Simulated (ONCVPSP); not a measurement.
Cu: excitation energies, all-electron against ONCV

```json
{
  "Element": "Cu",
  "Generator": "ONCVPSP 4.0.1",
  "Type": "optimised norm-conserving Vanderbilt (ONCV)",
  "Functional": "PBEsol",
  "Relativity": "scalar-relativistic",
  "Frozen core": "[Ne]",
  "Valence charge": "19",
  "Reference configuration": "3s2 3p6 3d9 (charge +2)",
  "Partial waves": "3s: rc 0.95 bohr, ncon 4, nbas 7, qcut 16.3 1/bohr, 3 projectors, debl 3.4 Ha; 3p: rc 1.32 bohr, ncon 4, nbas 8, qcut 10.4 1/bohr, 1 projector; 3d: rc 1.50 bohr, ncon 4, nbas 8, qcut 11 1/bohr, 2 projectors, debl 2.7 Ha",
  "Local potential": "polynomial inside 0.80 bohr (lpopt 5, dvloc0 0 Ha)",
  "Core correction": "Teter function, fcfact 2.25, rcfact 1.6"
}
```

In the s channel the program set the typed energies aside and used -5.143, 0.250, 3.650 Ha.

Energies are relative to the spin-unpolarised reference configuration 3s2 3p6 3d9; without spin polarisation the order of configurations can differ from experiment.

```
valence configuration  charge  ΔE all-electron (eV)  error AE − PS (meV)
         3s2 3p6 3d10      +1               -21.313                  +22
          3s2 3p6 3d8      +3                38.993                  +82
   3s2 3p6 3d10 4s0.5    +0.5               -26.263                  +12
```

**Question.** What are ΔE and the potential's error for 3s2 3p6 3d10 4s1?

**Answer.** ΔE = -29.419 eV all-electron; the error (AE − PS) is +5.6 meV.

Levels in the configuration 3s2 3p6 3d10 4s0.5:

```json
{"level": "3s", "all-electron (eV)": "-118.477", "pseudo (eV)": "-118.471"}
{"level": "3p", "all-electron (eV)": "-76.088", "pseudo (eV)": "-76.080"}
{"level": "3d", "all-electron (eV)": "-9.145", "pseudo (eV)": "-9.161"}
{"level": "4s", "all-electron (eV)": "-8.062", "pseudo (eV)": "-8.047"}
```
